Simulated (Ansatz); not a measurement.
CH₅GaS, SMILES `[CH3][GaH][SH]`. Charge 0, multiplicity 1.

```xyz
8

C     0.2319    0.3495    1.0862
Ga   -0.4340   -0.7732   -0.3760
S    -0.1683   -0.1240   -2.4692
H    -0.5817    0.5862    1.7762
H     0.6657    1.2804    0.7208
H     0.9927   -0.1931    1.6532
H    -1.1663   -2.1477   -0.2315
H     0.4600    1.0220   -2.1597
```

(1) What are the harmonic wavenumbers in cm⁻¹ at PBE0-D4/def2-TZVP (Ansatz, finite differences of forces, unscaled)? (Best estimate.)

(2) Is this a minimum?

(3) Give the ideal-gas thermochemistry at 298.15 K and 1 bar (rigid rotor, harmonic oscillator; point group Cs, symmetry number 1).

## Answers

(1) The calculation gave: 24, 141, 285, 398, 470, 539, 582, 707, 719, 775, 1228, 1445, 1447, 1989, 2714, 3053, 3133, 3156.

(2) Yes, all 18 modes are real.

(3) Zero-point energy 136.4 kJ/mol; H(298) − E = 154.8 kJ/mol; entropy 334.4 J/(mol·K), of which translation 168.4, rotation 106.6, vibration 59.4; G(298) − E = 55.1 kJ/mol. Modes under 100 cm⁻¹ are hindered rotations or soft bends, so the harmonic entropy is rough.
